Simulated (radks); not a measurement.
Computed order of ionisation of gold. At each step one electron was removed from each of the four highest sub-shells of the ion before, moves of one valence electron (up to charge 6) and the configuration listed by NIST were tried, and the lowest configuration was kept. Level of theory: Dirac Kohn-Sham, BLYP, spin-unpolarised, spherical densities, finite nucleus; Fermi nuclear charge, rms radius of each element as measured or else 0.836 A^(1/3) + 0.57 fm (a radial shooting solver on a logarithmic mesh with Libxc functionals). Sub-shells are occupied by j as written (lower j first in brackets).

Au: lowest configuration found [Xe] 4f14 5d10 6s1; NIST configuration same; margin to the next tried (eV) 0.956; IE (eV) 9.477; NIST IE (eV) 9.226; kind exp.
Au+: lowest configuration found [Xe] 4f14 5d10; NIST configuration same; margin to the next tried (eV) 1.893; IE (eV) 20.453; NIST IE (eV) 20.20; kind exp.
Au2+: lowest configuration found [Xe] 4f14 5d(3/2: 4, 5/2: 5); NIST configuration same; margin to the next tried (eV) 1.704; IE (eV) 32.964; NIST IE (eV) 30; kind theory
Au3+: lowest configuration found [Xe] 4f14 5d(3/2: 4, 5/2: 4); NIST configuration same; margin to the next tried (eV) 1.844; IE (eV) 46.641; NIST IE (eV) 45; kind theory
Au4+: lowest configuration found [Xe] 4f14 5d(3/2: 4, 5/2: 3); NIST configuration same; margin to the next tried (eV) 1.989; IE (eV) 61.303; NIST IE (eV) 60; kind theory
Au5+: lowest configuration found [Xe] 4f14 5d(3/2: 4, 5/2: 2); NIST configuration same; margin to the next tried (eV) 2.137; IE (eV) 76.824; NIST IE (eV) 74; kind theory
Au6+: lowest configuration found [Xe] 4f14 5d(3/2: 4, 5/2: 1); NIST configuration same; margin to the next tried (eV) 2.289; IE (eV) 93.109; NIST IE (eV) 94; kind theory
Au7+: lowest configuration found [Xe] 4f14 5d(3/2: 4, 5/2: 0); NIST configuration same; margin to the next tried (eV) 2.444; IE (eV) 112.69; NIST IE (eV) 112; kind theory
Au8+: lowest configuration found [Xe] 4f14 5d(3/2: 3, 5/2: 0); NIST configuration same; margin to the next tried (eV) 54.780; IE (eV) 130.63; NIST IE (eV) 130; kind theory
Au9+: lowest configuration found [Xe] 4f14 5d(3/2: 2, 5/2: 0); NIST configuration same; margin to the next tried (eV) 55.904; IE (eV) 149.17; NIST IE (eV) 149; kind theory
Au10+: lowest configuration found [Xe] 4f14 5d(3/2: 1, 5/2: 0); NIST configuration same; margin to the next tried (eV) 57.022; IE (eV) 168.26; NIST IE (eV) 168; kind semi-emp.
Au11+: lowest configuration found [Xe] 4f14; NIST configuration same; margin to the next tried (eV) 58.125; IE (eV) 247.09; NIST IE (eV) 248; kind semi-emp.
Au12+: lowest configuration found [Kr] 4d10 4f14 5s2 5p(1/2: 2, 3/2: 3); NIST configuration same; margin to the next tried (eV) 20.603; IE (eV) 269.55; NIST IE (eV) 275; kind theory
Au13+: lowest configuration found [Kr] 4d10 4f14 5s2 5p(1/2: 2, 3/2: 2); NIST configuration same; margin to the next tried (eV) 21.276; IE (eV) 292.37; NIST IE (eV) 299; kind theory

Reference values: NIST Atomic Spectra Database (exp. = measured, semi-emp. = semi-empirical, theory = theoretical value adopted there). Spin polarisation and multiplet splitting are left out, so open shells lie too high by an amount that depends on their filling.

Beside tabulated values, note that spin-unpolarised runs miss the spin-polarisation part of the exchange energy of open shells.
